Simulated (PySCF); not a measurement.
SMILES B[SiH2]B (H6B2Si), singlet, B3LYP/def2-SVP optimised geometry.

```
9

B      0.99    -0.95     0.00
Si    -1.03    -0.95     0.00
B     -1.49     1.02     0.00
H      1.61    -0.92    -1.03
H      1.61    -0.92     1.03
H     -1.58    -1.63    -1.22
H     -1.58    -1.63     1.22
H     -1.60     1.63    -1.03
H     -1.61     1.63     1.03
```

Density from B3LYP/def2-TZVP (PySCF 2.14.0) at that geometry.

Minimum of the electron density along straight lines between bonded atoms, close to the bond critical point (lines longer than 1.1 times the sum of covalent radii, or with two minima, are not listed):

| bond | length / Å | ρ at the minimum / e bohr⁻³ | ∇²ρ there / e bohr⁻⁵ | position (fraction from the first atom) |
|---|---|---|---|---|
| B1–Si2 | 2.021 | 0.108 | -0.04 | 0.61 |
| Si2–B3 | 2.021 | 0.108 | -0.04 | 0.39 |
| B1–H4 | 1.206 | 0.184 | -0.42 | 0.44 |
| B1–H5 | 1.206 | 0.184 | -0.42 | 0.44 |
| Si2–H6 | 1.497 | 0.117 | 0.15 | 0.49 |
| Si2–H7 | 1.497 | 0.117 | 0.15 | 0.49 |
| B3–H8 | 1.206 | 0.184 | -0.42 | 0.44 |
| B3–H9 | 1.206 | 0.184 | -0.42 | 0.44 |
